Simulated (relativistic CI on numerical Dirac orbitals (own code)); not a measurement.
Dy⁹⁺: sensitivity of the levels to the model

Base calculation: Dirac-Coulomb-Breit CI, separate exchange-only KLI orbitals for each configuration, model QED (radiative potential, 1s self-energy scaled to tabulated hydrogen-like ionisation energies), unscaled Slater integrals.

Configuration list (outside the closed core [Ar] 3d10 4p6 4d10): 4s²4f⁸5s²5p, 4s²4f⁹5s², 4s²4f⁸5s²5d, 4s²4f¹⁰5s, 4s²4f¹⁰5p, 4s²4f⁸5s²6s, 4s²4f⁹5s6s, 4s²4f⁸5s²6p, 4s²4f⁸5s²7s, 4s²4f⁸5s6s², 4s4f¹⁰5s². The list is cut by size and lacks configurations that can hold low levels.

Variants: (1) Breit term removed; (2) only the first 3 configurations. Shifts of the energy above 4s²4f⁸5s²5p ⁸F°11/2, in cm⁻¹, for the lowest level and the first level of each name with at least 55 % of one term (blank where a level changes its place among those of its configuration and J or its character, or is not in the variant):

| Level | Base | Δ(1) | Δ(2) |
| --- | --- | --- | --- |
| 4s²4f⁸5s²5p ⁸F°11/2 | 0.0 | 0.0 | 0.0 |
| 4s²4f⁸5s²5p ⁸F°7/2 | 2505.7 | +72.7 | +8.6 |
| 4s²4f⁸5s²5p ⁸F°5/2 | 4234.9 | +81.2 | +15.7 |
| 4s²4f⁸5s²5p ⁸F°3/2 | 6040.0 | +86.4 | +24.6 |
| 4s²4f⁸5s²5p ⁸F°1/2 | 7828.9 | +99.3 | +38.8 |
| 4s²4f⁸5s²5p ⁶G°3/2 | 44794.3 | +20.7 | +65.8 |
| 4s²4f⁸5s²5p ⁶K°9/2 | 51502.8 | +234.1 | +2.9 |

At this charge energies of transitions that change n are usually good to better than 1 %, and those within a shell (Δn = 0) to a few per cent. Terms inside the open d or f shell come out 10 to 20 % too wide with unscaled integrals. Levels and lines within the n = 5 or 6 shells can be off by up to 10 % or somewhat more, and those that change n by about 2 %, since core polarisation is missing.

LS names give the leading component of a level, which can be under half, so a name can repeat, a term be missing and a line seem to break the LS rules.
